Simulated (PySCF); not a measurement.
Molecule: `InChI=1S/C4H6O3S/c1-2-4-3-6-8(5)7-4/h2,4H,1,3H2/t4-,8-/m1/s1`.

Cartesian coordinates in Å; atom numbers follow the order of the lines, from 1:
```xyz
14

C     1.982    0.456   -0.349
C     1.255   -0.323    0.429
C    -0.163   -0.041    0.840
C    -1.122   -1.038    0.140
O    -1.429   -0.463   -1.093
S    -1.015    1.171   -1.184
O    -2.184    1.967   -1.363
O    -0.620    1.216    0.439
H     1.609    1.395   -0.721
H     2.991    0.196   -0.617
H     1.644   -1.255    0.816
H    -0.256   -0.102    1.931
H    -2.041   -1.165    0.726
H    -0.651   -2.013   -0.016
```

Frames of a GFN2-xTB Langevin trajectory at 200 K; GIAO PBE0/pcSseg-1 shieldings in PySCF 2.14.0 with density-fitted response routines, gas phase, non-relativistic; equivalent atoms averaged within each frame.

Referencing at the same level of theory: 13C (σref 186.93), 1H (σref 31.72) vs TMS; 17O (σref 336.08) vs H2O; CS2 for 33S (σref 503.73). The references are static minima.

Question: How do the shifts (ppm) fluctuate along the trajectory?

Answer: 
| time (fs) | C2 | C1 | C3 | C4 | O7 | O8 | O5 | S6 | H12 | H11 |
| --- | --- | --- | --- | --- | --- | --- | --- | --- | --- | --- |
| 250 | 143.9 | 114.7 | 84.5 | 74.8 | 307.1 | 210.0 | 170.3 | 554 | 6.32 | 6.09 |
| 425 | 145.0 | 129.2 | 77.9 | 78.7 | 304.7 | 249.2 | 175.4 | 591 | 4.91 | 6.90 |
| 625 | 144.9 | 125.4 | 78.4 | 73.4 | 341.5 | 218.0 | 183.3 | 614 | 5.33 | 5.90 |
| 800 | 143.8 | 120.2 | 78.8 | 71.3 | 308.0 | 207.8 | 190.1 | 560 | 5.43 | 5.55 |
| 1000 | 141.0 | 128.5 | 80.0 | 74.9 | 271.0 | 217.4 | 170.8 | 553 | 4.28 | 5.87 |
| mean of frames | 143.7 | 123.6 | 79.9 | 74.6 | 306.4 | 220.5 | 178.0 | 574 | 5.25 | 6.06 |
| standard deviation | 1.6 | 6.1 | 2.7 | 2.7 | 24.9 | 16.7 | 8.5 | 27 | 0.75 | 0.51 |

5 frames give an uncertainty of the mean of about the standard deviation over 2.2 at best, since frames this close in time may not be independent; classical motion lacks zero-point vibration, and the reference would need the same averaging.
